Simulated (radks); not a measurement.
Trend from Lu2+ to Hg2+: ionisation energy by Delta-SCF between NIST ground configurations, and size. Calculated with a radial shooting solver on a logarithmic mesh with Libxc functionals: Dirac Kohn-Sham, PBE, spin-unpolarised, spherical densities, point nucleus; open shells fill j = l - 1/2 first.

species   configuration  configuration of the ion  IE (eV)  NIST (eV)       kind   -e(HOMO) (eV)  outermost  <r> outermost (bohr)
Lu2+      [Xe] 4f14 6s1                 [Xe] 4f14   21.067     20.959       exp.  17.577 (6s1/2)      6s1/2                  3.06
Hf2+      [Xe] 4f14 5d2             [Xe] 4f14 5d1   22.056      22.55     theory  16.900 (5d3/2)      5d3/2                  2.09
Ta2+      [Xe] 4f14 5d3             [Xe] 4f14 5d2   23.864         23     theory  18.506 (5d3/2)      5d3/2                  1.96
W2+       [Xe] 4f14 5d4             [Xe] 4f14 5d3   25.644       26.0  semi-emp.  20.077 (5d3/2)      5d3/2                  1.86
Re2+      [Xe] 4f14 5d5             [Xe] 4f14 5d4   26.426         27     theory  20.773 (5d5/2)      5d5/2                  1.82
Os2+      [Xe] 4f14 5d6             [Xe] 4f14 5d5   28.124         25     theory  22.262 (5d5/2)      5d5/2                  1.73
Ir2+      [Xe] 4f14 5d7             [Xe] 4f14 5d6   29.797         28     theory  23.726 (5d5/2)      5d5/2                  1.65
Pt2+      [Xe] 4f14 5d8             [Xe] 4f14 5d7   31.448         29     theory  25.171 (5d5/2)      5d5/2                  1.58
Au2+      [Xe] 4f14 5d9             [Xe] 4f14 5d8   33.082         30     theory  26.602 (5d5/2)      5d5/2                  1.52
Hg2+     [Xe] 4f14 5d10             [Xe] 4f14 5d9   34.703      34.49       exp.  28.022 (5d5/2)      5d5/2                  1.47

Reference values: NIST Atomic Spectra Database (exp. = measured, semi-emp. = semi-empirical, theory = theoretical value adopted there). Spin polarisation and multiplet splitting are left out, so open shells lie too high by an amount that depends on their filling.

Beside tabulated values, note that spin-unpolarised runs miss the spin-polarisation part of the exchange energy of open shells.
